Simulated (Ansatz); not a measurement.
The cluster B4, relaxed as a singlet with RKS PBE-D4/def2-TZVP in Ansatz, starting from the GFN2-xTB geometry. Force threshold 0.02 eV/Å.

The structure comes from a short search, and lower isomers may exist.

Start:

Cartesian coordinates in Å:
```
B -0.064 0.665 0.844
B 0.064 -0.670 -0.839
B 1.075 0.072 0.025
B -1.075 -0.067 -0.029
```

(1) Estimate the energy that the relaxation releases and the steps that it takes.

(2) Does the start keep its bonding and symmetry?

(3) Predict the relaxed structure.

## Answers

(1) 0.07 eV, in 12 steps; 3.8 s on 4 threads of Arm Neoverse V2 on a shared host. The force fell under the threshold at step 3, but the optimiser went on and released 0.067 eV more. No frequencies were taken in this run, so the end may be a saddle point.

(2) Bonds formed: B1–B2 (atoms count from 1). Point group D4h at the start, D2h at the end, both within 0.05 Å.

(3) 
Cartesian coordinates in Å:
```
B -0.055 0.574 0.718
B 0.055 -0.569 -0.723
B 1.226 0.076 0.033
B -1.225 -0.082 -0.029
```
Bond lengths: 5 × B–B 1.54 to 1.84 Å.
